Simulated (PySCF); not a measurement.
**Exercise with solution: entropy of an ideal gas**

Cd(Me) (CH3Cd), SMILES [Cd+][CH3], charge +1.

The structure is a stationary point at PBE-D3(BJ)/def2-TZVP. The multiplicity is an assumed one; other spin states were not compared. The isomer is the one that the SMILES or the coordinates give; other isomers of the formula were not compared. The def2 effective core potentials stand for the cores of Cd; spin–orbit coupling is left out.

PBE-D3(BJ)/def2-TZVP run with PySCF gives the harmonic wavenumbers 404, 752, 752, 1103, 1369, 1369, 3008, 3158, 3158 cm⁻¹ and the rotational temperatures 7.0541, 0.3597, 0.3597 K. The molar mass is 127.45 g/mol, the symmetry number 3, the spin multiplicity 1.

Task: Work out the entropy at 298.15 K and 1 atm in the rigid-rotor, harmonic-oscillator model.

Result: 
Translation (Sackur–Tetrode at 1 atm): S = R[1.5 ln M + 2.5 ln T − 1.16487] = 169.2 J/(mol K).
Rotation: q = (√π/σ) T^1.5/√(θA θB θC) = 3180, S = R[ln q + 3/2] = 79.5 J/(mol K).
Vibration: with u = 1.4388 ν/T, each mode gives R[u/(e^u − 1) − ln(1 − e^−u)]:
```tsv
ν (cm⁻¹)	modes	u	S (J/(mol K))
404	1	1.95	3.97
752	2	3.63	2.09
1103	1	5.32	0.26
1369	2	6.61	0.17
```
The stiffer modes add less than 0.005 each. Sum 6.5 J/(mol K).
Spin: R ln 1 = 0.0 J/(mol K).
Total 255.2 J/(mol K); the program's own thermochemistry gives 255.2. Translation makes up 66 % and vibration 3 %. Anharmonicity, hindered rotation and orbital degeneracy are left out.
